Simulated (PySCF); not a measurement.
## Correlation energy of V (vanadium, neutral)

[Ar] 3d2 4s2 5s1, high-spin 4F determinant (an excited configuration). Computed with PySCF 2.14 in x2c-TZVPPall with one added diffuse shell each of s, p, d, f type (7s6p5d3f1g, 80 functions), with the spin-free X2C one-electron Hamiltonian (Gaussian nucleus). Frozen: [Ar]; 5 electrons correlated.

MP2 pair energies summed by pair of shells (mhartree):

```
 pair  energy  share (%)
4s-4s  -24.42       50.5
3d-4s  -13.49       27.9
4s-5s   -5.64       11.7
3d-3d   -4.30        8.9
3d-5s   -0.50        1.0
```

Total MP2 correlation energy: -48.36 mhartree.

Same-spin part -12.38 and opposite-spin part -35.98 mhartree; SCS-MP2 scales them by 1/3 and 6/5 to -47.30 mhartree.
